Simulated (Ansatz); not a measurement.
Reaction (SMILES): ClC(Cl)Cl [chloroform] -> Cl[CH]Cl + Cl atom (the C-Cl bond at the site shown breaks; other sites are not compared here)
Each molecule is optimised on its own at B3LYP-D3(BJ)/def2-TZVP (Ansatz, a first-principles code).

Property: bond dissociation energy (electronic energy difference), in kcal/mol. Cores are frozen in the correlated levels unless marked. Open shells are spin-unrestricted. No spin-orbit coupling. Non-relativistic. CBS(X,Y): correlation extrapolated as X^-3; Hartree-Fock from the larger set. The bracket is a focal-point correction in the basis named.

| level | program | bond dissociation energy (kcal/mol) |
|---|---|---|
| HF/aug-cc-pV(T+d)Z | Ansatz | 41.3 |
| PBE0-D3(BJ)/def2-TZVPD | Ansatz + dftd3 | 74.2 |

Q: What does RI-MP2/CBS(aug-cc-pV(T+d)Z,aug-cc-pV(Q+d)Z)+[CCSD(T)-MP2]/aug-cc-pV(T+d)Z (Ansatz) give?

A: 77.2 kcal/mol, so PBE0-D3(BJ)/def2-TZVPD differs from it by -3.0 kcal/mol.
